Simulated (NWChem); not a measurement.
# HfHCl$_{3}$; SMILES [Cl][HfH]([Cl])[Cl]

def2 effective core potentials on Hf; no spin-orbit coupling.

Question: Give the equilibrium geometry at PBE0/def2-SVP with def2 effective core potentials on Hf (NWChem) as a Z-matrix, with the point group.

Answer: point group C3v; any orientation.
```
Hf
H 1 1.8200
Cl 1 2.3292 2 104.29
Cl 1 2.3292 2 104.29 3 -120.00
Cl 1 2.3292 2 104.29 3 120.00
```
